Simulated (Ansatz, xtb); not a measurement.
**Two isomers of C4H7BGe**

We compare a, `[GeH3][B]1C=CC=C1`, a singlet, with b, `[GeH3][C]1=CC=CB1`, a singlet. Both are isolated molecules in the gas phase, relaxed with r2SCAN-D4/def2-SVP.

a (Å):

```xyz
13

C    -1.5510    1.8012    0.1406
C    -2.8136    2.0599   -0.2674
C    -3.8257    1.1953    0.4468
C    -3.2395    0.3586    1.3321
B    -1.6859    0.5351    1.0818
Ge   -0.2187   -0.8471    1.4920
H     1.1905   -0.2325    1.5776
H    -0.1732   -1.8879    0.3540
H    -0.4744   -1.6341    2.7907
H    -0.6689    2.3026   -0.2638
H    -3.1145    2.7858   -1.0331
H    -4.8983    1.2620    0.2258
H    -3.7899   -0.3639    1.9389
```

b (Å):

```yaml
atoms:
  - { symbol: C, position_ang: [-1.6422, 0.4011, 0.9037] }
  - { symbol: C, position_ang: [-2.2099, 0.2574, -0.3192] }
  - { symbol: C, position_ang: [-3.4113, 1.1542, -0.5121] }
  - { symbol: C, position_ang: [-3.6553, 1.9057, 0.5834] }
  - { symbol: B, position_ang: [-2.5372, 1.5064, 1.6324] }
  - { symbol: Ge, position_ang: [-0.0955, -0.5654, 1.5268] }
  - { symbol: H, position_ang: [-0.4372, -1.3696, 2.7936] }
  - { symbol: H, position_ang: [0.3919, -1.5295, 0.4316] }
  - { symbol: H, position_ang: [1.0407, 0.4089, 1.8851] }
  - { symbol: H, position_ang: [-1.8734, -0.4209, -1.1150] }
  - { symbol: H, position_ang: [-3.9833, 1.1578, -1.4482] }
  - { symbol: H, position_ang: [-4.4777, 2.6214, 0.6528] }
  - { symbol: H, position_ang: [-2.3865, 1.9401, 2.7490] }
```

Estimate which is lower in electronic energy at CCSD(T)/def2-SVP + ΔMP2/def2-TZVPP, and by roughly how much.

Too close to call at this level: CCSD(T)/def2-SVP + ΔMP2/def2-TZVPP gives E(b) − E(a) = −0.016 eV.

The same difference at several levels:

```csv
level,geometry,E(b) − E(a) (eV),departure from the last row (eV),"job, with rough time for the two"
GFN2-xTB,GFN2-xTB,−0.123,−0.106,"optimisation, 0.16 s"
HF/STO-3G,GFN2-xTB,−0.175,−0.159,"single point, 0.62 s"
r2SCAN-D4/def2-SVP//GFN2-xTB,GFN2-xTB,+0.030,+0.047,"single point, 6.6 s"
r2SCAN-D4/def2-SVP,r2SCAN-D4/def2-SVP,+0.066,+0.082,"optimisation, 90 s"
HF/def2-SVP,r2SCAN-D4/def2-SVP,−0.110,−0.094,part of the CCSD(T) run
MP2/def2-SVP,r2SCAN-D4/def2-SVP,−0.061,−0.045,part of the CCSD(T) run
CCSD(T)/def2-SVP,r2SCAN-D4/def2-SVP,−0.015,+0.002,single point
CCSD(T)/def2-SVP + ΔMP2/def2-TZVPP,r2SCAN-D4/def2-SVP,−0.016,,"single point, 2 min"
```

As drawn, b has 1 C–Ge, 1 B–H in place of 1 B–Ge, 1 C–H.

The largest departure from CCSD(T)/def2-SVP + ΔMP2/def2-TZVPP is that of HF/STO-3G, 0.159 eV. The last row adds to CCSD(T) the change of the MP2 difference between the two basis sets, here −0.002 eV.

With thermal terms from frequencies at re-optimised GFN2-xTB minima (ideal gas, soft modes damped towards free rotors, one conformer each, 298.15 K, 1 atm): on the last row, ΔE + ΔZPE = −0.069, ΔH = −0.071, ΔG = −0.053 eV.

The correlated steps freeze 14 core orbitals; the filled d shell of Ge is correlated, in a basis made for valence electrons. Run with Ansatz 0.2.0, xtb 6.7.1; the last row on 2 threads of Arm Neoverse V2 on a shared host.
